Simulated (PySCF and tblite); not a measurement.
C9H12, numbered as in [CH3:1][CH:2]([CH3:3])[c:4]1[cH:5][cH:6][cH:7][cH:8][cH:9]1.

Conformers came from 90 starts (ETKDG and KDG, MMFF94s, GFN2-xTB); geometries are PBE0-D3(BJ)/def2-SVP. Weights use PBE0-D3(BJ)/def2-SVPD (IEF-PCM, chloroform) energies plus GFN2-xTB zero-point and thermal terms (modes under about 100 cm⁻¹ blended into free rotors). Symmetry numbers and mirror images are counted. Conformers within 3 kcal/mol (GFN2-xTB free energy) were kept, 7 at most. GIAO shieldings: WP04/pcSseg-1 (IEF-PCM, chloroform). Shifts are against TMS (¹H), TMS (¹³C) at the same level. Run with PySCF (density fitting) and tblite.

Torsions listed: C1–C2–C4–C5.

| conformer | shape | weight % | dipole D |
| --- | --- | --- | --- |
| 1 | 63° | 100.0 | 0.54 |

Q: How do the computed shifts compare with measured ones?

A: 
```tsv
nucleus	signal	leading conformer	average	measured	medium
¹H	H1/H3	1.19	1.19	1.25	not stated per compound (mostly CDCl3 or CCl4)
¹H	H2	2.48	2.48	2.89	not stated per compound (mostly CDCl3 or CCl4)
¹³C	C1/C3	26.9	26.9	24	not stated per compound (mostly CDCl3 or CCl4)
¹³C	C2	41.4	41.4	34.3	not stated per compound (mostly CDCl3 or CCl4)
```

Measured values: Pretsch, Buehlmann, Badertscher, Structure Determination of Organic Compounds, 4th ed. (2009). Mean difference for ¹H: -0.24 ppm, scatter 0.18 ppm. Mean difference for ¹³C: 5.00 ppm, scatter 2.10 ppm. The computed shifts are unscaled and lack vibrational corrections.
